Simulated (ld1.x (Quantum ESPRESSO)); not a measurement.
**What one change does to a pseudopotential (selenium (Se), TM semilocal)**

| Quantity | Value |
| --- | --- |
| Element | selenium |
| Generator | ld1.x (Quantum ESPRESSO) 7.5 |
| Type | norm-conserving Troullier–Martins (semilocal form) |
| Functional | PBE |
| Relativity | scalar-relativistic |
| Frozen core | [Ar] 3d10 |
| Valence charge | 6 |
| Reference configuration | 4s2 4p4 |
| Partial waves | 4s (bound): rc 1.65 bohr; 4d channel at 0.15 Ry: rc 1.60 bohr; 4p (bound): rc 1.85 bohr |
| Local potential | the p channel |
| Core correction | none |

Change: wave 4p (bound): rc 1.85 bohr becomes 4p (bound): rc 2.24 bohr.

Cutoffs: the cutoffs (Ry, on a coarse ladder) from which the occupation-weighted sum of valence levels, in a spherical-Bessel basis at the reference potential, stays within 10 and 1 mRy of its value at 400 Ry; they do not see the model core or the augmentation charge, which bear on the density cutoff. Errors are all-electron minus pseudo energies relative to the spin-unpolarised reference configuration.

Problem. How do hardness, ghosts and transferability respond?

Solution. The potential gets softer (40 Ry and 55 Ry → 35 Ry and 50 Ry); of the 7 tests that both files solve, the error grows in 4 and shrinks in 1 by more than 15 % and 0.3 meV (median size 9.9 → 16.6 meV); neither file shows a bound ghost. A larger radius leaves more room for a smooth pseudo-wave, so fewer plane waves are needed. A semilocal file is local in each channel, so a ghost entry of none says nothing of the separable form that plane-wave codes build from it.

```tsv
quantity	base	changed
cutoff, loose	40 Ry	35 Ry
cutoff, tight	55 Ry	50 Ry
loose cutoff by channel (10 mRy a level)	s 18 Ry, p 10 Ry	s 18 Ry, p 8 Ry
bound ghosts	none	none
error for 4s2 4p3, meV [ΔE 10.84 eV]	-3.3	-2.7
error for 4s2 4p2, meV [ΔE 31.19 eV]	-16	-17
error for 4s2 4p1, meV [ΔE 62.06 eV]	-42	-56
error for 4s2 4p4.3, meV [ΔE -1.59 eV]	+0.2	+0.3
error for 4s2 4p0, meV [ΔE 104.25 eV]	-56	-119
error for 4s0 4p6, meV [ΔE 21.96 eV]	+9.9	+24
error for 4s1 4p4, meV [ΔE 22.38 eV]	+2.9	+10
```
